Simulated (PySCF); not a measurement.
# Vertical excitation energies

(FSi)4CH26 adamantane, C6H12F4Si4.
Bonds: Si1–F2, Si1–C3, Si1–C9, Si1–C13, C3–Si4, Si4–F5, Si4–C6, Si4–C14, C6–Si7, Si7–F8, Si7–C9, Si7–C10, C10–Si11, Si11–F12, Si11–C13, Si11–C14. Hydrogens: H15, H16 on C3; H17, H18 on C6; H19, H20 on C9; H21, H22 on C10; H23, H24 on C13; H25, H26 on C14.

Level of theory: PySCF, TDDFT PBE0/def2-SVPD, vertical, gas phase, core orbitals frozen in the response. Isolated species at its PBE0-D3(BJ)/def2-SVP geometry (one conformer only).

| state | λ (nm) | E (eV) | f | \|μ\| (D) | symmetry | main configurations (H = HOMO, L = LUMO) |
| --- | --- | --- | --- | --- | --- | --- |
| S1 | 183.5 | 6.75 | 0.0000 | 0.01 | – | H-2/H-1/H→L (99%) |
| S2 | 183.5 | 6.76 | 0.0000 | 0.00 | – | H-2/H-1/H→L (98%) |
| S3 | 183.5 | 6.76 | 0.0000 | 0.00 | – | H-2/H-1/H→L (98%) |
| S4 | 164.6 | 7.53 | 0.0027 | 0.31 | T2 | H-3→L (98%) |
| S5 | 164.5 | 7.53 | 0.0025 | 0.30 | T2 | H-4→L (98%) |
| S6 | 164.5 | 7.54 | 0.0024 | 0.29 | T2 | H-5→L (97%) |
| S7 | 164.0 | 7.56 | 0.0000 | 0.03 | – | H-6→L (97%) |
| S8 | 163.7 | 7.57 | 0.0000 | 0.01 | – | H-7→L (98%) |

Triplets, Tamm–Dancoff:

```
state  E (eV)  λ (nm)  main configurations (H = HOMO, L = LUMO)
   T1    6.47   191.6                        H-2/H-1/H→L (≥96%)
   T2    6.47   191.5                        H-2/H-1/H→L (≥94%)
   T3    6.48   191.5                        H-2/H-1/H→L (≥96%)
```

The lowest singlet level (S1/S2/S3) lies at 6.75 eV (184 nm, vacuum ultraviolet) and is dark (f under 0.0005). The strongest level in the table is S4/S5/S6 at 7.53 eV (165 nm, f = 0.0076 summed). S1/S2/S3 and S4/S5/S6 lie within about 0.01 eV of each other in each set; the point group Td has degenerate representations, and within a degenerate level the listed configurations can mix freely. Löwdin shares by element: HOMO (one of a set within 0.03 eV) carbon 49% or more, silicon 8% or more (atoms not listed hold the other 43%); LUMO silicon 41% (atoms not listed hold the other 59%). Of the 8 states listed, none reaches f = 0.01 and 5 stay under 0.0005. Weighted by f, the mean energy of these states is 7.53 eV. Orbital energies (eV): HOMO-3 -9.50, HOMO-2 -8.75, HOMO-1 -8.75, HOMO -8.75, LUMO -0.73, LUMO+1 0.02, LUMO+2 0.85. Symmetry labels in Td follow from the direction of the transition dipole and are given only for states with f of 0.002 or more. Orbitals of the list HOMO-3 to LUMO+2 that lie within 0.01 eV of each other are written together with a slash and their weights summed (≥ marks a lower bound); for degenerate orbitals outside that list single weights are arbitrary. Singlets were solved by full linear response, triplets in the Tamm–Dancoff approximation. The highest level found (7.79 eV, f 0.0000 so far) is left out, since the window may have cut off a degenerate partner.
